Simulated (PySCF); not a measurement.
PySCF input for CH3GeIO, SMILES [Ge]([O]C)[I] (connectivity only; charge and spin as stated), neutral, multiplicity 1, C-PCM-B3LYP/def2-SVP. Geometry optimised at B3LYP-D3(BJ)/def2-SVP. The structure was generated by enumeration; whether it is a known compound was not checked. The def2 effective core potentials stand for the cores of I; spin–orbit coupling is left out. Other conformers were not sampled.

```python
import numpy as np
from pyscf import gto, scf, dft
from pyscf.solvent import pcm

mol = gto.M(
    atom='''
    Ge    0.94346668   -1.07999177    0.00000000
    I    -0.16064630    1.31477754   -0.00000000
    O    -0.46553512   -2.15571395    0.00000000
    C    -1.86793637   -1.99590826    0.00000000
    H    -2.16286396   -0.93292550    0.00000000
    H    -2.29095822   -2.48469325    0.89353129
    H    -2.29095822   -2.48469325   -0.89353129
    ''',
    basis='def2-SVP',
    ecp={'I': 'def2-svp'},
    charge=0,
    spin=0,
    max_memory=1600,
    verbose=3,
)
mf = dft.RKS(mol, xc='b3lyp').density_fit(auxbasis='def2-universal-jkfit')
mf.grids.level = 3
mf.conv_tol = 1e-9
mf.max_cycle = 100
mf.kernel()
res = {}
for name, eps in {'water': 78.355, 'ethanol': 24.852, 'acetonitrile': 35.688}.items():
    s = mf.PCM()
    s.with_solvent.method, s.with_solvent.eps, s.with_solvent.lebedev_order = 'C-PCM', eps, 29
    s.kernel(mf.make_rdm1())
    res[name] = (s.e_tot, eps, s.dip_moment(), s.mo_energy, s.converged)
    print(f'{name}: electrostatic solvation free energy {(s.e_tot - mf.e_tot) * 627.509474:.3f} kcal/mol')
```

Output:

```
converged SCF energy = -2489.68900144912

WARN: PCM is an experimental feature. It is still in testing.
Features and APIs may be changed in the future.

converged SCF energy = -2489.69312821993
Dipole moment(X, Y, Z, Debye): -0.07197, -2.45385,  0.00000
water: electrostatic solvation free energy -2.590 kcal/mol

WARN: PCM is an experimental feature. It is still in testing.
Features and APIs may be changed in the future.

converged SCF energy = -2489.69299416994
Dipole moment(X, Y, Z, Debye): -0.07836, -2.42477, -0.00000
ethanol: electrostatic solvation free energy -2.505 kcal/mol

WARN: PCM is an experimental feature. It is still in testing.
Features and APIs may be changed in the future.

converged SCF energy = -2489.69305359893
Dipole moment(X, Y, Z, Debye): -0.07554, -2.43762,  0.00000
acetonitrile: electrostatic solvation free energy -2.543 kcal/mol
```

The run converged.
